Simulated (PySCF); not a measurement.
Radial density of C⁺ (carbon, charge +1)

UHF, [He] 2s2 2p1, 2P determinant. Calculation: PySCF 2.14, in def2-TZVP; the non-relativistic Hamiltonian (point nucleus).

```csv
r (bohr),4πr²ρ (e/bohr),4πr²(ρα − ρβ)
0.00389,0.02325,0.0000
0.00654,0.06392,0.0000
0.0110,0.1710,0.0000
0.0185,0.4428,0.0001
0.0311,1.077,0.0003
0.0523,2.369,0.0009
0.0880,4.391,0.0034
0.148,6.150,0.0136
0.249,5.432,0.0544
0.419,2.440,0.1952
0.705,1.460,0.4920
1.19,2.078,0.6477
1.99,0.9952,0.3038
3.35,0.08613,0.0296
5.64,0.0006815,0.0004
```
